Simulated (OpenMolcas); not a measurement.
A calculation on Co V.

| Quantity | Value |
| --- | --- |
| Program | OpenMolcas 26.06 |
| Method | XMS-CASPT2, IPEA 0.25 Eh, imaginary shift 0.1 Eh (closed shells correlated: 3s 3p) |
| Basis | ANO-RCC-VQZP [7s6p4d3f2g1h] |
| Scalar Hamiltonian | DKH2, point nucleus |
| Active space | 5 electrons in 10 orbitals (3d 4d) |
| State averaging | 2S+1 = 6 even, 1 root; 2S+1 = 4 even, 24 roots; 2S+1 = 2 even, 53 roots |
| Spin-orbit coupling | state interaction with AMFI integrals over the reference wave functions, term energies averaged over their components |

Question: Which level of the active space comes out lowest?

Answer: 3d5 6S 5/2, with 100 % of that term; it is also the measured ground level.

Question: How high does 3d5 4D 1/2 lie?

Answer: 46410 cm-1 above the lowest level; measured 44908 cm-1 above the ground level, so the calculation is off by +3 %.

Question: How high does 3d5 4D 7/2 lie?

Answer: 46310 cm-1 above the lowest level; measured 44709 cm-1 above the ground level, so the calculation is off by +4 %.

Question: How high does 3d5 2I 11/2 lie?

Answer: 56390 cm-1 above the lowest level.

Question: The level at 42610 cm-1 has J = 5/2. What is it made of, and what is its g factor?

Answer: 92 % 3d5 4P 5/2, 7 % 3d5 4D; g = 1.583, against 1.601 from Landé's formula for the pure leading term.

Measured values: Sugar and Corliss, J. Phys. Chem. Ref. Data 10, 1097 (1981).

CASPT2 breaks the degeneracy within a term, and the mean is taken; among the terms shown or strongly mixed into the levels shown the widest spread is 420 cm-1 (3d5 2I). Active for correlation alone: 4d; no level in the range computed is led by a configuration that fills it, so any true level of that kind is missing. Measured partners are found by configuration, term and J. A level has none where our copy of the source lacks it or the pairing is in doubt (some pairs that miss far off the trend of their configuration count as doubtful), and it then counts in no deviation. Levels of configurations outside the active space are missing.
